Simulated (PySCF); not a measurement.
C₃H₉Sb, singlet, at a GFN2-xTB geometry (all electrons, no relativity); B97-1/STO-3G run with PySCF.

PySCF was given this input:
```python
from pyscf import gto, scf, dft

mol = gto.Mole()
mol.atom = '''
    Sb   -0.006738    0.007403    0.431424
    C     0.192544   -1.823265   -0.714740
    H     1.117611   -2.323686   -0.452256
    H     0.198144   -1.591922   -1.774437
    H    -0.636971   -2.486204   -0.496815
    C     1.489217    1.049401   -0.743781
    H     2.476040    0.671277   -0.502375
    H     1.458237    2.110237   -0.523020
    H     1.295101    0.897088   -1.800014
    C    -1.646684    0.735326   -0.787370
    H    -2.551984    0.187230   -0.552656
    H    -1.408723    0.601973   -1.837180
    H    -1.814271    1.787682   -0.588540
'''
mol.basis = 'sto-3g'
mol.charge = 0
mol.spin = 0
mol.verbose = 4
mol.build()

mf = dft.RKS(mol)
mf.xc = 'b97-1'
mf.kernel()
mf.analyze()
```

What the program printed (banner, timings and long lists left out):

```
PySCF version 2.14.0

[INPUT] verbose = 4
[INPUT] num. atoms = 13
[INPUT] num. electrons = 78
[INPUT] charge = 0
[INPUT] spin (= nelec alpha-beta = 2S) = 0
[INPUT] symmetry False subgroup None
[INPUT] Mole.unit = angstrom
[INPUT] Symbol           X                Y                Z      unit          X                Y                Z       unit  Magmom
[...]
nuclear repulsion = 380.091294183189
number of shells = 29
number of NR pGTOs = 153
number of NR cGTOs = 51
basis = sto-3g
ecp = {}

******** <class 'pyscf.dft.rks.RKS'> ********
method = RKS
initial guess = minao
damping factor = 0
level_shift factor = 0
DIIS = <class 'pyscf.scf.diis.CDIIS'>
diis_start_cycle = 1
diis_space = 8
diis_damp = 0
SCF conv_tol = 1e-09
SCF conv_tol_grad = None
SCF max_cycles = 50
direct_scf = True
direct_scf_tol = 1e-13
XC library pyscf.dft.libxc version 7.1.2
    S. Lehtola, C. Steigemann, M. J. T. Oliveira, and M. A. L. Marques,  SoftwareX 7, 1–5 (2018)
XC functionals = b97-1
    F. A. Hamprecht, A. J. Cohen, D. J. Tozer, and N. C. Handy,  J. Chem. Phys. 109, 6264 (1998)
radial grids:
    Treutler-Ahlrichs [JCP 102, 346 (1995); DOI:10.1063/1.469408] (M4) radial grids

becke partition: Becke, JCP 88, 2547 (1988); DOI:10.1063/1.454033
pruning grids: <function nwchem_prune>
grids dens level: 3
symmetrized grids: False
atomic radii adjust function: <function treutler_atomic_radii_adjust>
small_rho_cutoff = 0
Set gradient conv threshold to 3.16228e-05
Initial guess from minao.
tot grids = 152584
init E= -6353.38780007299
[...]
cycle= 1 E= -6371.41846067901  delta_E=  -18  |g|= 0.471  |ddm|= 4.15
[...]
cycle= 2 E= -6371.51249003318  delta_E= -0.094  |g|= 0.155  |ddm|= 1.36
[...]
cycle= 3 E= -6371.52553476066  delta_E= -0.013  |g|= 0.00579  |ddm|= 0.366
[...]
cycle= 4 E= -6371.52554986142  delta_E= -1.51e-05  |g|= 0.00243  |ddm|= 0.0158
[...]
cycle= 5 E= -6371.52555170147  delta_E= -1.84e-06  |g|= 0.00105  |ddm|= 0.00552
[...]
cycle= 6 E= -6371.52555210786  delta_E= -4.06e-07  |g|= 4.86e-05  |ddm|= 0.00175
[...]
cycle= 7 E= -6371.52555210878  delta_E= -9.19e-10  |g|= 6.74e-07  |ddm|= 8.74e-05
[...]
Extra cycle  E= -6371.52555210877  delta_E= 9.09e-12  |g|= 2.47e-07  |ddm|= 1.64e-06
converged SCF energy = -6371.52555210877
**** SCF Summaries ****
Total Energy =                       -6371.525552108772899
Nuclear Repulsion Energy =             380.091294183188893
One-electron Energy =                -9550.202336865626421
Two-electron Energy =                 2798.585490573664629
Two-electron Coulomb Energy =         2984.502713884584409
DFT Exchange-Correlation Energy =     -185.917223310919923
HOMO-LUMO gap [eV] =                     8.491219525165494
**** MO energy ****
[...]
 ** Mulliken pop on meta-lowdin orthogonal AOs  **
 ** Mulliken pop  **
 ** Mulliken atomic charges  **
charge of    0Sb =      0.42357
charge of    1C =     -0.27462
charge of    2H =      0.04539
charge of    3H =      0.04264
charge of    4H =      0.04540
charge of    5C =     -0.27462
charge of    6H =      0.04541
charge of    7H =      0.04539
charge of    8H =      0.04264
charge of    9C =     -0.27462
charge of   10H =      0.04539
charge of   11H =      0.04264
charge of   12H =      0.04540
Dipole moment(X, Y, Z, Debye):  0.01193, -0.01311, -0.76239
```
